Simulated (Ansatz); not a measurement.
Total energies of CH3AlFN (`F[CH]1[NH][AlH]1`).

| atom | x (Å) | y (Å) | z (Å) |
| --- | --- | --- | --- |
| F1 | 0.200 | -1.872 | 0.319 |
| C2 | 0.561 | -0.574 | -0.061 |
| N3 | -0.519 | 0.164 | -0.673 |
| Al4 | -0.188 | 0.952 | 0.839 |
| H5 | 1.476 | -0.682 | -0.645 |
| H6 | -0.886 | -0.097 | -1.576 |
| H7 | -0.645 | 2.110 | 1.796 |

Total charge 0; spin multiplicity 1. The geometry is a stationary point of PBE0-D4/def2-TZVP. Basis def2-TZVPP, Ansatz.

RPA on PBE orbitals: Hartree–Fock energy of these orbitals -435.40147 Eh, correlation -1.10985 Eh (frozen core).

```
             functional  energy without D4 (Eh)  D4 term (kJ/mol)
            LDA (SPW92)              -434.48979                 –
                    PBE              -436.63550             -10.7
                 revPBE              -436.86706             -35.2
                   BLYP              -436.94708             -24.2
                 r2SCAN              -436.85775              -2.4
                 B97M-V              -436.87736                 –
                   PBE0              -436.65822              -8.9
                  B3LYP              -437.00427             -17.5
                r2SCANh              -436.84378              -2.6
                r2SCAN0              -436.82392              -2.9
HSE06 (plane-wave form)              -436.64338              -8.2
                  BHLYP              -436.88301             -13.2
              CAM-B3LYP              -436.91695              -8.9
                LC-ωPBE              -436.77833                 –
                ωB97X-V              -436.87453                 –
                ωB97M-V              -436.90244                 –
                 B2PLYP              -436.73204                 –
               PBE-QIDH              -436.54007                 –
```

B3LYP takes the VWN-RPA correlation (the form of Gaussian; ORCA's B3LYP/G). HSE06 is the plane-wave form, built on full-range PBE exchange. The double hybrids freeze the cores in their second-order part.

LC-ωPBE has ω = 0.4 bohr⁻¹.
